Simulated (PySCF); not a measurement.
Sn(F)3(Ph), C6H5F3Sn, SMILES c1cc[c]([Sn]([F])([F])[F])cc1, GFN2-xTB optimised geometry.

```
15

F     -3.50    -0.89    -1.60
Sn    -2.65     0.00     0.00
F     -3.42    -1.00     1.59
F     -3.39     1.89     0.00
C     -0.40     0.00     0.00
C      0.23     1.11    -0.49
C      1.62     1.10    -0.48
C      2.31     0.00     0.00
C      1.63    -1.10     0.48
C      0.24    -1.11     0.49
H     -0.31     1.97    -0.86
H      2.16     1.96    -0.86
H      3.39     0.00     0.00
H      2.16    -1.96     0.86
H     -0.31    -1.97     0.86
```

Density from PySCF with PBE0/def2-TZVP, def2 effective core potentials past Kr at that geometry. The core electrons that the potentials of Sn replace are not part of the density.

Minimum of the electron density along straight lines between bonded atoms, close to the bond critical point (lines longer than 1.1 times the sum of covalent radii, or with two minima, are not listed):

```json
[
 {"bond": "F1–Sn2", "length / Å": "2.025", "ρ at the minimum / e bohr⁻³": "0.098", "∇²ρ there / e bohr⁻⁵": "0.40", "position (fraction from the first atom)": "0.48"},
 {"bond": "Sn2–F3", "length / Å": "2.030", "ρ at the minimum / e bohr⁻³": "0.097", "∇²ρ there / e bohr⁻⁵": "0.39", "position (fraction from the first atom)": "0.52"},
 {"bond": "Sn2–F4", "length / Å": "2.031", "ρ at the minimum / e bohr⁻³": "0.097", "∇²ρ there / e bohr⁻⁵": "0.39", "position (fraction from the first atom)": "0.52"},
 {"bond": "Sn2–C5", "length / Å": "2.243", "ρ at the minimum / e bohr⁻³": "0.092", "∇²ρ there / e bohr⁻⁵": "0.03", "position (fraction from the first atom)": "0.52"},
 {"bond": "C5–C6", "length / Å": "1.372", "ρ at the minimum / e bohr⁻³": "0.327", "∇²ρ there / e bohr⁻⁵": "-0.99", "position (fraction from the first atom)": "0.51"},
 {"bond": "C6–C7", "length / Å": "1.389", "ρ at the minimum / e bohr⁻³": "0.318", "∇²ρ there / e bohr⁻⁵": "-0.94", "position (fraction from the first atom)": "0.50"},
 {"bond": "C7–C8", "length / Å": "1.384", "ρ at the minimum / e bohr⁻³": "0.323", "∇²ρ there / e bohr⁻⁵": "-0.97", "position (fraction from the first atom)": "0.50"},
 {"bond": "C8–C9", "length / Å": "1.384", "ρ at the minimum / e bohr⁻³": "0.323", "∇²ρ there / e bohr⁻⁵": "-0.97", "position (fraction from the first atom)": "0.50"},
 {"bond": "C5–C10", "length / Å": "1.372", "ρ at the minimum / e bohr⁻³": "0.327", "∇²ρ there / e bohr⁻⁵": "-0.99", "position (fraction from the first atom)": "0.51"},
 {"bond": "C9–C10", "length / Å": "1.389", "ρ at the minimum / e bohr⁻³": "0.318", "∇²ρ there / e bohr⁻⁵": "-0.94", "position (fraction from the first atom)": "0.50"},
 {"bond": "C6–H11", "length / Å": "1.080", "ρ at the minimum / e bohr⁻³": "0.289", "∇²ρ there / e bohr⁻⁵": "-1.05", "position (fraction from the first atom)": "0.65"},
 {"bond": "C7–H12", "length / Å": "1.079", "ρ at the minimum / e bohr⁻³": "0.289", "∇²ρ there / e bohr⁻⁵": "-1.04", "position (fraction from the first atom)": "0.65"},
 {"bond": "C8–H13", "length / Å": "1.080", "ρ at the minimum / e bohr⁻³": "0.289", "∇²ρ there / e bohr⁻⁵": "-1.05", "position (fraction from the first atom)": "0.65"},
 {"bond": "C9–H14", "length / Å": "1.079", "ρ at the minimum / e bohr⁻³": "0.289", "∇²ρ there / e bohr⁻⁵": "-1.04", "position (fraction from the first atom)": "0.65"},
 {"bond": "C10–H15", "length / Å": "1.080", "ρ at the minimum / e bohr⁻³": "0.289", "∇²ρ there / e bohr⁻⁵": "-1.05", "position (fraction from the first atom)": "0.65"}
]
```
